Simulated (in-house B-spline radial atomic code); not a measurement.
# I IV (I3+): [Ar] 3d10 4s2 (4p1/2)1 (4p3/2)4 4d10 5s2 (5p3/2)2 (9g9/2)1 (an excited or competing configuration)

All numbers are computed (Dirac-Hartree-Fock, average of the jj configuration; Fermi nucleus of rms radius 4.75 fm) with a radial B-spline atomic code at the basis-set limit, not measured.

Z_r = [3n² - l(l+1)]/(2<r>); Z_e = n√(-2ε); the last column is Slater's effective charge. Values are occupation-weighted means over j. An effective charge above Z reflects the relativistic contraction of the inner shells.

```
shell  electrons   ε (eV)  <r> (bohr)    Z_r    Z_e  Slater
   1s          2   -33422     0.02722  55.11  49.56   52.70
   2s          2  -5311.5      0.1166  51.46  39.52   48.85
   2p          6  -4773.1      0.1023  48.87  37.46   48.85
   3s          2  -1160.4      0.3121  43.26  27.71   41.75
   3p          6  -980.46      0.3105  40.26  25.47   41.75
   3d         10  -708.91      0.2874  36.53  21.65   31.85
   4s          2  -262.89       0.735  32.65  17.58   25.60
   4p          5  -203.98      0.7867  29.24  15.49   25.60
   4d         10  -114.13       0.892  23.54  11.58   14.85
   5s          2  -64.412       1.765  21.24  10.88    9.50
   5p          2  -50.302       2.006  18.20   9.61    9.50
   9g          1  -2.7018       27.68   4.03   4.01       -
```

The least bound orbital is 9g9/2 at -2.702 eV, and it is also the most diffuse (<r> = 27.68 bohr). The part-filled 4p shell lies below the filled 5s shell in orbital energy.

For the 1s electron the small component carries 3.81 % of the norm, the zero-frequency Breit interaction raises the level by 81.63 eV, self-energy by 46.85 eV, and vacuum polarisation lowers it by 6.463 eV.
